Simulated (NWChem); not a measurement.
CCl2, singlet; SMILES Cl[C]Cl

Program: NWChem. Low-valent species are run as closed-shell singlets; no triplet was tried in these runs. All runs use the structure optimised with PBE0-D3(BJ)/def2-TZVP. Ions are spin-unrestricted doublets at the neutral geometry; other ion states weren't tried. Functional: LC-ωPBE (HJS hole) with def2-SVP; the question gives the range parameter ω in 1/bohr.

### Question
Estimate the computed values for range parameter (1/bohr) 0.05. Quantities: vertical ionisation energy, ΔSCF (eV); −ε(HOMO) (eV).

### Answer
```yaml
vertical ionisation energy, ΔSCF (eV): 9.56
"−ε(HOMO) (eV)": 6.53
```
